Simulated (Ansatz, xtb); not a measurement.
## C4H8BNSi: which of two isomers lies lower

Structure X is `BC1=CC(N)=C[SiH2]1`, a singlet and structure Y is `BC1=CC=C[Si@@H]1N`, a singlet. Both are isolated molecules in the gas phase, relaxed with B3LYP-D3(BJ)/def2-SVP; the shapes shown needn't be the lowest conformers.

X (Å):

```xyz
15

C    -1.0431    1.0897   -0.4386
C    -0.4772    0.3257    0.5423
C     0.3062    0.9947    1.6102
C     0.3820    2.3592    1.5066
B    -1.8666    0.4713   -1.5732
N     0.8322    0.2055    2.6057
Si   -0.5766    2.8697   -0.0035
H    -2.0084   -0.7314   -1.6201
H    -2.3829    1.1494   -2.4303
H    -0.5850   -0.7680    0.5692
H     1.5148    0.6175    3.2292
H     0.9678   -0.7795    2.4150
H     0.9363    2.9571    2.2335
H    -1.7652    3.7350    0.2641
H     0.2380    3.5426   -1.0603
```

Y (Å):

```
atom    x (Å)    y (Å)    z (Å)
   C  -1.1930   1.6880   0.6616
   C  -0.8056   1.7015   1.9755
   C   0.3019   0.8140   2.3912
   C   0.8500   0.0489   1.4174
   B  -2.3229   2.5766   0.1383
   N   0.9100   0.8080  -1.5191
  Si  -0.1046   0.3862  -0.1798
   H  -2.6861   2.5315  -1.0157
   H  -2.8741   3.3556   0.8856
   H  -1.2897   2.3428   2.7238
   H   0.6309   0.8064   3.4362
   H   1.6748  -0.6392   1.6185
   H  -0.9124  -0.7870  -0.6227
   H   1.5412   1.6003  -1.4394
   H   0.5254   0.7546  -2.4578
```

Quicker runs give these differences E(Y) − E(X): GFN2-xTB −14.1 kJ/mol; HF/STO-3G −61.3 kJ/mol (at GFN2-xTB geometries); r2SCAN-D4/def2-SVP −47.4 kJ/mol (at GFN2-xTB geometries).

Problem. Estimate E(Y) − E(X) at the level CCSD(T)/def2-SVP + ΔMP2/def2-TZVPP.

Solution. Calculated at CCSD(T)/def2-SVP + ΔMP2/def2-TZVPP: E(Y) − E(X) = −80.3 kJ/mol, so structure Y lies lower.

How the difference moves with the method:

| level | geometry | E(Y) − E(X) (kJ/mol) | departure from the last row (kJ/mol) | job, with rough time for the two |
| --- | --- | --- | --- | --- |
| GFN2-xTB | GFN2-xTB | −14.1 | +66.2 | optimisation, 0.23 s |
| HF/STO-3G | GFN2-xTB | −61.3 | +19.0 | single point, 0.4 s |
| r2SCAN-D4/def2-SVP | GFN2-xTB | −47.4 | +32.9 | single point, 3.4 s |
| B3LYP-D3(BJ)/def2-SVP | B3LYP-D3(BJ)/def2-SVP | −51.7 | +28.6 | optimisation, 53 s |
| HF/def2-SVP | B3LYP-D3(BJ)/def2-SVP | −70.9 | +9.4 | part of the CCSD(T) run |
| MP2/def2-SVP | B3LYP-D3(BJ)/def2-SVP | −59.8 | +20.5 | part of the CCSD(T) run |
| CCSD(T)/def2-SVP | B3LYP-D3(BJ)/def2-SVP | −59.4 | +20.9 | single point |
| CCSD(T)/def2-SVP + ΔMP2/def2-TZVPP | B3LYP-D3(BJ)/def2-SVP | −80.3 |  | single point, 54 s |

As drawn, Y has 1 N–Si, 1 C–H in place of 1 C–N, 1 Si–H.

None of the levels shown reverses the order. The largest departure from CCSD(T)/def2-SVP + ΔMP2/def2-TZVPP is that of GFN2-xTB, 66.2 kJ/mol. The last row adds to CCSD(T) the change of the MP2 difference between the two basis sets, here −20.9 kJ/mol, a large step that makes the value less sure.

With thermal terms from frequencies at re-optimised GFN2-xTB minima (ideal gas, soft modes damped towards free rotors, one conformer each, 298.15 K, 1 atm): the zero-point term adds +5.0 kJ/mol; ΔH is −74.4 and ΔG −77.4 kJ/mol.

The correlated steps freeze 11 core orbitals. Mirror images aren't counted in ΔG. Programs: Ansatz 0.2.0, xtb 6.7.1; the last row on 2 threads of Intel(R) Xeon(R) 6975P-C (Granite Rapids) on a shared host.
